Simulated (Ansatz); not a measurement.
Gas-phase electronic energies from Ansatz, PBE0-D4/def2-TZVP geometries. CCSD(T)/CBS is the MP2 limit (def2-TZVPP, def2-QZVPP) plus CCSD(T) − MP2 in def2-TZVPP, frozen cores. Functionals use def2-TZVPP. Each species was taken in one conformer, which may not be the lowest.

Reaction (redistribution): `P[SiH]1CS1` + `C#C[SiH2][AlH][Cl]` → `C#C[SiH]1CS1` + `P[SiH2][AlH][Cl]`

`P[SiH]1CS1`:

Z-matrix (Å, degrees):
```
Si
C 1 1.841
S 1 2.090 2 56.2
P 1 2.238 2 119.6 3 -112.4
H 1 1.482 2 118.0 3 105.9
H 2 1.086 1 119.9 3 105.1
H 2 1.086 1 120.2 3 -105.2
H 4 1.421 1 93.2 2 143.6
H 4 1.420 1 92.5 2 49.7
```

`C#C[SiH2][AlH][Cl]`:

Cartesian coordinates in Å:
```
C 1.683 0.048 2.043
C 0.861 0.409 1.237
Si -0.380 0.859 -0.024
Al -0.784 -1.072 -1.479
Cl -2.187 -0.795 -3.022
H 2.409 -0.259 2.761
H 0.129 2.020 -0.803
H -1.630 1.282 0.665
H -0.101 -2.492 -1.377
```

`C#C[SiH]1CS1`:

```xyz
9

C     1.072    2.117    1.097
C     0.829    1.050    0.591
Si    0.494   -0.552   -0.177
C    -1.209   -0.937   -0.739
S    -0.755   -1.908    0.789
H     1.281    3.061    1.548
H     1.659   -1.051   -0.930
H    -2.005   -0.219   -0.566
H    -1.367   -1.562   -1.613
```

`P[SiH2][AlH][Cl]`:

Cartesian coordinates in Å:
```
P 0.821 1.962 -0.177
Si 0.970 -0.213 0.470
Al -1.050 -1.368 -0.234
Cl -2.773 -0.941 0.899
H 0.441 1.662 -1.514
H -0.523 2.117 0.259
H 2.221 -0.748 -0.137
H 1.145 -0.198 1.949
H -1.251 -2.273 -1.515
```

```csv
level,ΔE (kJ/mol)
B97M-V,-5.3
CCSD/def2-TZVPP,-1.4
```

Problem. What does CCSD(T)/CBS give? (Estimate.)

Solution. The calculation gave: -1.8 kJ/mol. The listed levels differ from it by -3.5, 0.4 kJ/mol.

Largest T1 diagnostic among the species: 0.013.

Leaving LDA and LC-ωPBE aside and taking each functional with its dispersion term where it has one, the values, not all of them listed here, spread over 5.4 kJ/mol, from B97M-V to ωB97X-V.
